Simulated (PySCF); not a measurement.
C3H6FNSi, SMILES FC1=CCN1[SiH3].

The structure is a stationary point at B3LYP-D3(BJ)/def2-SVP. The structure was generated by enumeration, and PubChem lists no compound with its InChIKey, so it may never have been made.

Two levels are set side by side: PBE/def2-TZVP (PySCF) and B3LYP/def2-TZVP (PySCF). Same geometry, gas phase. Differences are taken from unrounded values.

```csv
quantity,B3LYP,PBE,PBE minus B3LYP
orbital gap (eV),6.12,4.54,-1.58
highest occupied level (eV),-5.99,-5.04,0.94
lowest empty level (eV),0.13,-0.51,-0.64
dipole moment (D),1.49,1.38,-0.10
mean polarisability (bohr³),68.6,70.9,2.3
```

PBE's occupied levels lie high since its potential decays too fast outside the molecule; exact exchange lowers them and widens the gap. PBE's more diffuse valence density responds more strongly to a field. Differences between two approximate levels are no errors against the true value.

Rough cost on one machine, each run with all the roots and properties that it gave: B3LYP against PBE within a factor of 2.
